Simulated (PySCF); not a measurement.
Species: C10H13B.
SMILES: `B1CCC[C@H]1c1ccccc1`

The closed-shell ground state was solved at several levels (PySCF, density fitting, gas phase, non-relativistic). Geometry: PBE0-D3(BJ)/def2-SVP, one conformer, isolated molecule.

| level | basis functions | total energy (Eh) | HOMO (eV) | LUMO (eV) | gap (eV) | dipole (D) |
| --- | --- | --- | --- | --- | --- | --- |
| B3LYP/pcJ-1 | 427 | -413.7625 | -6.55 | -1.08 | 5.47 | 0.71 |
| KT2/pcSseg-1 | 252 | -421.1935 | -5.81 | -1.94 | 3.87 | 0.74 |
| wB97X-D/def2-SVPD | 324 | -413.3170 | -8.52 | 0.97 | 9.49 | 0.78 |

(1) What might PBE0/pcSseg-1 (252 basis functions) give for the same quantities?

(2) Over all these levels, which gives the widest orbital gap and which the narrowest?

(3) How far do the dipole and the HOMO energy spread over the levels?

Answers

(1) Total energy -413.1769 Eh, HOMO -6.79 eV, LUMO -0.89 eV, gap 5.90 eV, dipole 0.73 D.

(2) wB97X-D/def2-SVPD (range-separated hybrid) has the widest, 9.49 eV, and KT2/pcSseg-1 (GGA) the narrowest, 3.87 eV. Functional and basis both differ between the two, so the spread mixes both effects.

(3) The dipole runs from 0.71 to 0.78 D (mean 0.74 D) and the HOMO from -8.52 to -5.81 eV.

The pairwise dispersion term of wB97X-D wasn't added to the energies; at a given geometry it leaves orbitals and properties as they are.
